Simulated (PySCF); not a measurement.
A calculated (M06-2X, PySCF 2.14, cc-pVDZ-DK, the spin-free X2C one-electron Hamiltonian (Gaussian nucleus)) atom or ion has these occupied shells.

```json
{"shell": "1s α", "electrons": "1", "orbital energy (eV)": "-1305.9", "rms radius, mean of both spins (bohr)": "0.151"}
{"shell": "1s β", "electrons": "1", "orbital energy (eV)": "-1305.8", "rms radius, mean of both spins (bohr)": "0.151"}
{"shell": "2s α", "electrons": "1", "orbital energy (eV)": "-99.853", "rms radius, mean of both spins (bohr)": "0.758"}
{"shell": "2s β", "electrons": "1", "orbital energy (eV)": "-99.662", "rms radius, mean of both spins (bohr)": "0.758"}
{"shell": "2p α", "electrons": "3", "orbital energy (eV)": "-63.737", "rms radius, mean of both spins (bohr)": "0.775"}
{"shell": "2p β", "electrons": "3", "orbital energy (eV)": "-63.730", "rms radius, mean of both spins (bohr)": "0.775"}
{"shell": "3s α", "electrons": "1", "orbital energy (eV)": "-13.791", "rms radius, mean of both spins (bohr)": "2.98"}
```

Q: Name the element and its charge.

A: Mg⁺ (magnesium, charge +1), in [Ne] 3s1, 2S determinant.
